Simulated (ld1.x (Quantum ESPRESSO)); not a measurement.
**An all-electron radial function and its pseudo partner (Ta)**

Columns: radius, all-electron u(r) and pseudo u(r) of the 6s shell (level -10.29 eV) of tantalum in the configuration [Kr] 4d10 4f14 5s2 5p6 5d3 6s1 6p0; PBE, non-relativistic, PAW scheme, ld1.x (Quantum ESPRESSO) 7.5.

```json
{"r (bohr)": "0.160", "all-electron": "0.1272", "pseudo": "0.3251"}
{"r (bohr)": "0.320", "all-electron": "-0.1353", "pseudo": "0.6042"}
{"r (bohr)": "0.480", "all-electron": "-0.1322", "pseudo": "0.7998"}
{"r (bohr)": "0.640", "all-electron": "0.0933", "pseudo": "0.8896"}
{"r (bohr)": "0.800", "all-electron": "0.2607", "pseudo": "0.8699"}
{"r (bohr)": "0.960", "all-electron": "0.3044", "pseudo": "0.7548"}
{"r (bohr)": "1.120", "all-electron": "0.2497", "pseudo": "0.5711"}
{"r (bohr)": "1.280", "all-electron": "0.1381", "pseudo": "0.3524"}
{"r (bohr)": "1.440", "all-electron": "0.0032", "pseudo": "0.1306"}
{"r (bohr)": "1.600", "all-electron": "-0.1330", "pseudo": "-0.0693"}
{"r (bohr)": "1.760", "all-electron": "-0.2576", "pseudo": "-0.2336"}
{"r (bohr)": "1.920", "all-electron": "-0.3646", "pseudo": "-0.3594"}
{"r (bohr)": "2.080", "all-electron": "-0.4519", "pseudo": "-0.4520"}
{"r (bohr)": "2.240", "all-electron": "-0.5196", "pseudo": "-0.5198"}
{"r (bohr)": "2.400", "all-electron": "-0.5693", "pseudo": "-0.5693"}
{"r (bohr)": "2.560", "all-electron": "-0.6029", "pseudo": "-0.6029"}
{"r (bohr)": "2.720", "all-electron": "-0.6226", "pseudo": "-0.6226"}
{"r (bohr)": "2.880", "all-electron": "-0.6304", "pseudo": "-0.6304"}
{"r (bohr)": "3.040", "all-electron": "-0.6284", "pseudo": "-0.6284"}
{"r (bohr)": "3.200", "all-electron": "-0.6184", "pseudo": "-0.6184"}
{"r (bohr)": "3.360", "all-electron": "-0.6020", "pseudo": "-0.6020"}
{"r (bohr)": "3.520", "all-electron": "-0.5807", "pseudo": "-0.5807"}
{"r (bohr)": "3.680", "all-electron": "-0.5557", "pseudo": "-0.5557"}
{"r (bohr)": "3.840", "all-electron": "-0.5281", "pseudo": "-0.5281"}
{"r (bohr)": "4.000", "all-electron": "-0.4990", "pseudo": "-0.4990"}
{"r (bohr)": "4.160", "all-electron": "-0.4690", "pseudo": "-0.4690"}
```

Problem. How many radial nodes do the two functions have?

Solution. The all-electron 6s function has n − l − 1 = 5 (the table is too coarse to show those close to the nucleus); the pseudo-wave has 1, since 1 lower shell of the same l stays in the valence.

Problem. At about which radius was the pseudo-wave matched?

Solution. 2.35 bohr. The columns agree to 0.0005 from 2.08 bohr on; several derivatives are matched, so the curves merge somewhat inside the radius.

Problem. Is the pseudo-wave norm-conserving?

Solution. No, it belongs to a PAW set: the norm inside the radius is not constrained, and the difference is carried by the augmentation charge.
